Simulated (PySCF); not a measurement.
# Sr: electron affinity

Sr⁻ [Kr] 4d1 5s2 [4d3/2^1, M_J = 3/2] → Sr [Kr] 5s2, as a difference of total energies. All numbers are calculated (PySCF 2.14, the two-component X2C-1e Hamiltonian, in x2c-SVPall-2c with one added diffuse shell each of s, d type (7s7p7d1f, 70 functions)). Correlated levels: [Ar] 3d10 frozen; the 6 highest virtual spinors dropped. "Screened" scales the spin-orbit matrix elements by Boettger's factors to mimic the two-electron term; Breit and QED terms are absent.

```
                    method  electron affinity (eV)
           GHF (spin-free)                  -0.914
          GMP2 (spin-free)                  -0.891
 GHF (screened spin-orbit)                  -0.914
GMP2 (screened spin-orbit)                  -0.891
```

The configuration of this anion was assumed by filling the next shell in order. It is not the known or likely ground configuration (Ca⁻, Sr⁻ and Ba⁻, for instance, bind a p electron), so these values are not the electron affinity of the element.

A negative affinity means that the anion lies above the atom at that level of theory.

The determinant of Sr⁻ mixes levels of different J (the jj label is only the starting occupation), so the difference between spin-free and spin-orbit rows is not the physical spin-orbit shift.
